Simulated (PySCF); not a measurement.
# Exercise with solution: entropy of an ideal gas

F₂H₃MoNO₂, SMILES [NH]=[Mo]([OH])([OH])([F])[F], multiplicity 1.

The structure is a stationary point at B3LYP-D3(BJ)/def2-SVP. The spin state was assumed, not searched. The structure was generated by enumeration; whether it is a known compound was not checked. The def2 effective core potentials stand for the cores of Mo; spin–orbit coupling is left out. Other conformers were not sampled.

B3LYP-D3(BJ)/def2-SVP (PySCF 2.14.0) gives the harmonic wavenumbers 101, 140, 219, 251, 266, 272, 302, 356, 389, 499, 558, 578, 629, 646, 703, 734, 758, 1065, 3612, 3818, 3840 cm⁻¹ and the rotational temperatures 0.1371, 0.1222, 0.1002 K. The molar mass is 182.98 g/mol, the symmetry number 1, the spin multiplicity 1.

Q: Work out the entropy at 298.15 K and 1 atm in the rigid-rotor, harmonic-oscillator model.

A: 
Translation (Sackur–Tetrode at 1 atm): S = R[1.5 ln M + 2.5 ln T − 1.16487] = 173.7 J/(mol K).
Rotation: q = (√π/σ) T^1.5/√(θA θB θC) = 223000, S = R[ln q + 3/2] = 114.9 J/(mol K).
Vibration: with u = 1.4388 ν/T, each mode gives R[u/(e^u − 1) − ln(1 − e^−u)]:
| ν (cm⁻¹) | modes | u | S (J/(mol K)) |
|---|---|---|---|
| 101 | 1 | 0.49 | 14.37 |
| 140 | 1 | 0.68 | 11.73 |
| 219 | 1 | 1.06 | 8.23 |
| 251 | 1 | 1.21 | 7.21 |
| 266 | 1 | 1.28 | 6.79 |
| 272 | 1 | 1.31 | 6.63 |
| 302 | 1 | 1.46 | 5.88 |
| 356 | 1 | 1.72 | 4.77 |
| 389 | 1 | 1.88 | 4.20 |
| 499 | 1 | 2.41 | 2.76 |
| 558 | 1 | 2.69 | 2.21 |
| 578 | 1 | 2.79 | 2.05 |
| 629 | 1 | 3.04 | 1.68 |
| 646 | 1 | 3.12 | 1.58 |
| 703 | 1 | 3.39 | 1.27 |
| 734 | 1 | 3.54 | 1.12 |
| 758 | 1 | 3.66 | 1.02 |
| 1065 | 1 | 5.14 | 0.30 |
The stiffer modes add less than 0.005 each. Sum 83.8 J/(mol K).
Spin: R ln 1 = 0.0 J/(mol K).
Total 372.4 J/(mol K); the program's own thermochemistry gives 372.4. Translation makes up 47 % and vibration 23 %. Anharmonicity, hindered rotation and orbital degeneracy are left out.
